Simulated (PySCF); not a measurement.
Relaxation of singlet GaI3

These are results of PBE0 in PySCF with Ga def2-TZVP, I def2-TZVP with ECP28; scalar-relativistic core potentials, no spin–orbit coupling; density-fitted integrals, not measurements. A (50,194) grid was used.

A hand-made T-shaped start, of C2v symmetry, held to at least that symmetry:

Coordinates in bohr (charge 0 multiplicity 1):
```
Ga    0.0000    0.0000   -1.4664
I     0.0000    0.0000    3.3902
I     4.8536    0.0000   -1.2969
I    -4.8536    0.0000   -1.2969
```

Optimiser trace:
```tsv
step	E − E(last) (kJ/mol)	largest gradient (Eh/bohr)
0	166.93	0.03957
1	106.28	0.02711
2	46.83	0.01129
3	18.60	0.01140
4	4.61	0.00881
5	0.42	0.00319
6	0.06	0.00211
7	0.00	0.00059
8	0.00	0.00005
```

It ends at D3h with Ga–I 2.471 Å (×3); I–Ga–I 120.0° (×3) (after a last refinement on a finer grid). A frequency run shows a minimum. Other isomers or separated fragments may lie lower.

Final geometry:
```xyz
4
charge 0 multiplicity 1, angstrom
Ga    0.0000    0.0000    0.0000
I     0.0003    0.0000    2.4711
I     2.1399    0.0000   -1.2358
I    -2.1402    0.0000   -1.2353
```
